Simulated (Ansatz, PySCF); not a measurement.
Molecule: CH$_{3}$Si, net charge 0, doublet state. It need not be the lowest isomer of its formula. 
Geometry from a B3LYP-D3(BJ)/def2-TZVP (Ansatz, a first-principles code) optimisation:
```xyz
5

C     -1.1030     0.0446     0.0262
Si     0.7938    -0.0232    -0.0072
H     -1.4093    -0.5919    -0.8203
H     -1.5274     1.0350    -0.1585
H     -1.5592    -0.3861     0.9215
```
Charge 0, spin multiplicity 2.

Dipole moments at this geometry, in debye (magnitudes).

```csv
level,program,dipole (D)
BLYP/def2-TZVPD,Ansatz,1.12
M06-L/def2-TZVPD,PySCF,1.19
BHLYP/def2-TZVPD,Ansatz,1.09
r2SCAN0/def2-TZVPD,Ansatz,1.23
wB97X-V/def2-TZVPD,Ansatz,1.21
CCSD(T)/aug-cc-pV(D+d)Z,Ansatz,1.07
```
